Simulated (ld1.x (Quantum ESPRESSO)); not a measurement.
**An all-electron radial function and its pseudo partner (V (Z = 23))**

Columns: radius, all-electron u(r) and pseudo u(r) of the 3s shell (level -68.18 eV) of vanadium in the configuration [Ne] 3s2 3p6 3d3.5 4s1.5 4p0; PBE, scalar-relativistic, TM semilocal scheme, ld1.x (Quantum ESPRESSO) 7.5.

| r (bohr) | all-electron | pseudo |
| --- | --- | --- |
| 0.088 | -0.0086 | 0.1099 |
| 0.175 | -0.5540 | 0.2227 |
| 0.262 | -0.5190 | 0.3435 |
| 0.350 | -0.1480 | 0.4772 |
| 0.438 | 0.2927 | 0.6228 |
| 0.525 | 0.6629 | 0.7735 |
| 0.612 | 0.9245 | 0.9178 |
| 0.700 | 1.0784 | 1.0368 |
| 0.788 | 1.1400 | 1.1077 |
| 0.875 | 1.1338 | 1.1199 |
| 0.962 | 1.0827 | 1.0796 |
| 1.050 | 1.0035 | 1.0034 |
| 1.138 | 0.9101 | 0.9101 |
| 1.225 | 0.8130 | 0.8130 |
| 1.312 | 0.7172 | 0.7172 |
| 1.400 | 0.6255 | 0.6255 |
| 1.487 | 0.5420 | 0.5420 |
| 1.575 | 0.4658 | 0.4658 |
| 1.662 | 0.3989 | 0.3989 |
| 1.750 | 0.3395 | 0.3395 |
| 1.838 | 0.2878 | 0.2878 |
| 1.925 | 0.2437 | 0.2437 |
| 2.012 | 0.2058 | 0.2058 |
| 2.100 | 0.1731 | 0.1731 |
| 2.188 | 0.1453 | 0.1453 |
| 2.275 | 0.1220 | 0.1220 |

(1) How many radial nodes do the two functions have?

(2) At about which radius was the pseudo-wave matched?

(3) Is the pseudo-wave norm-conserving?

Results:

(1) The all-electron 3s function has n − l − 1 = 2 (the table is too coarse to show those close to the nucleus); the pseudo-wave has 0, since the states of the same l below it are removed with the core.

(2) 1.15 bohr. The columns agree to 0.0005 from 1.05 bohr on; several derivatives are matched, so the curves merge somewhat inside the radius.

(3) Yes: the TM semilocal scheme keeps the norm inside the radius equal to the all-electron one, which fixes the energy derivative of the logarithmic derivative at the level.
